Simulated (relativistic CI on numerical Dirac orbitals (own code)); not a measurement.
## Hyperfine structure of P7+, mass number 31

Method of calculation: Dirac-Coulomb-Breit CI, separate exchange-only KLI orbitals for each configuration, QED by a radiative potential, unscaled Slater integrals (own radial code, finite nucleus).

Configuration list (outside the closed core 1s2): 2s²2p⁴, 2s2p⁵, 2p⁶, 2s²2p³3s, 2s²2p³3p, 2p⁵3s, 2s²2p³3d, 2p⁵3p, 2p⁵3d, 2s2p⁴3s, 2s2p⁴3p, 2s²2p³4s, 2s²2p³4p, 2s2p⁴3d, 2s²2p³4d, 2s²2p³4f. Levels of other configurations are missing.

Nuclear spin I = 1/2, μ = 1.13093 μN (tables of Stone and Pyykkö). The electronic factors are computed for point nuclear moments, without core polarisation or the Bohr-Weisskopf and QED corrections.

| Level | E (eV) | A (MHz) |
| --- | --- | --- |
| 2s²2p⁴ ³P2 | 0.000 | 9761 |
| 2s²2p⁴ ³P1 | 0.708 | 336.5 |
| 2s²2p⁴ ¹D2 | 6.807 | 16540 |
| 2s2p⁵ ³P°2 | 50.859 | 44830 |
| 2s2p⁵ ³P°1 | 51.490 | 51870 |
| 2s2p⁵ ¹P°1 | 71.545 | 18570 |
| 2s²2p³3s ⁵S°2 | 177.255 | 8291 |
| 2s²2p³3s ³S°1 | 180.614 | -7333 |

Levels with J = 0, under 50 % of one LS term, or S terms without an open s electron are left out. Small factors come from cancelling terms and can be off by tens of per cent or more.

At this charge configurations can still be misplaced by up to about 7 % of their energy.

Give the hyperfine levels of 2s²2p⁴ ³P2 relative to its centre of gravity.

With K = F(F + 1) − I(I + 1) − J(J + 1), E = AK/2: F = 3/2: -14640, F = 5/2: 9761 MHz.
